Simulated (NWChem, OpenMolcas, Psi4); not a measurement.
A ladder of methods for C2H3ClSi (SMILES ClC1=C[SiH2]1)

C2H3ClSi has 7 atoms, charge 0, and is taken as a singlet. As SMILES, `ClC1=C[SiH2]1`. The shape is that of a PBE0-D4/def2-TZVP optimisation.

Each level gives the dipole moment (D). The values are calculated.

| level | kind | program | value (D) | CPU time |
| --- | --- | --- | --- | --- |
| HF/def2-SVP | Hartree–Fock | NWChem | 1.60 | 12 s |
| BLYP/def2-SVP | GGA | Psi4 | 0.84 | 7.7 s |
| PBE/def2-SVP | GGA | Psi4 | 0.91 | 11 s |
| revPBE/def2-SVP | GGA | OpenMolcas | 0.94 | 34 s |
| r2SCAN/def2-SVP | meta-GGA | Psi4 | 1.12 | 24 s |
| B3LYP/def2-SVP | global hybrid | OpenMolcas | 1.05 | 35 s |
| M06-2X/def2-SVP | hybrid meta-GGA | OpenMolcas | 1.29 | 38 s |
| HSE06/def2-SVP | range-separated hybrid | Psi4 | 1.14 | 24 s |

The values span 0.84 to 1.60 D. Magnitudes only. CPU times are rough (shared hosts, several kinds of processor and program).
